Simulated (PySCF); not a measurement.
SMILES [SH][Cd][GeH3] (H₄CdGeS) (B3LYP/def2-SVP optimised geometry):

```
7

Cd    -1.488    -1.992     2.018
S     -2.365    -3.180     3.903
H     -3.074    -2.112     4.345
Ge    -0.543    -0.738     0.000
H     -1.007    -1.367    -1.334
H     -1.004     0.738     0.000
H      1.004    -0.738     0.000
```

Level of theory: B3LYP/def2-TZVP, def2 effective core potentials past Kr run with PySCF.

Q: What are the frontier orbital energies and the dipole moment?

A: HOMO-2 -8.81 eV, HOMO-1 -7.21 eV, HOMO -6.74 eV, LUMO -1.40 eV, LUMO+1 -1.34 eV; dipole moment 1.61 D.

On the same geometry PBE/def2-TZVP, def2 effective core potentials past Kr in PySCF gives HOMO-2 -7.93 eV, HOMO-1 -6.46 eV, HOMO -5.82 eV, LUMO -1.86 eV, LUMO+1 -1.79 eV; dipole moment 1.59 D.
